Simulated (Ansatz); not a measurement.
Harmonic frequencies (cm⁻¹) at PBE0-D4/def2-TZVP from Ansatz: 92, 150, 186, 318, 503, 691, 716, 719, 820, 928, 934, 953, 966, 1100, 1130, 1380, 1421, 1464, 1465, 1791, 2171, 2237, 2238, 2998, 3044, 3105, 3158.

Task: Which molecule is it?
A. `C1NC[SiH2]1`
B. `C/C=N\[SiH3]`
C. `CN(C)[SiH]`
D. `C=CN[SiH3]`

Result: B.
